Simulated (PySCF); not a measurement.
PySCF 2.14 output of a UHF calculation on a single atom or ion in x2c-TZVPall, with scalar relativity by spin-free X2C-1e:

```
SCF conv_tol = 1e-09
number electrons alpha = 27  beta = 26
cycle= 1 E= -7443.04036560375  delta_E= -0.00514  |g|= 0.0264  |ddm|= 0.0889
cycle= 2 E= -7443.04091293906  delta_E= -0.000547  |g|= 0.00961  |ddm|= 0.0294
cycle= 3 E= -7443.04099984223  delta_E= -8.69e-05  |g|= 0.00074  |ddm|= 0.0168
cycle= 4 E= -7443.04100032633  delta_E= -4.84e-07  |g|= 0.000215  |ddm|= 0.00155
cycle= 5 E= -7443.04100034326  delta_E= -1.69e-08  |g|= 4.55e-05  |ddm|= 0.000324
cycle= 6 E= -7443.04100034521  delta_E= -1.95e-09  |g|= 1.06e-05  |ddm|= 0.000158
cycle= 7 E= -7443.04100034536  delta_E= -1.44e-10  |g|= 1.33e-06  |ddm|= 5.36e-05
converged SCF energy = -7443.04100034536  <S^2> = 0.75805337  2S+1 = 2.0080372
```

The run itself started from symmetry-adapted Hartree-Fock orbitals and held the occupation by maximum overlap, so the iterations belong to that start.

Which element, charge and spin multiplicity is this?

Xe⁺ (xenon, charge +1), multiplicity 2; the state was [Kr] 4d10 5s2 5p5, 2P determinant.
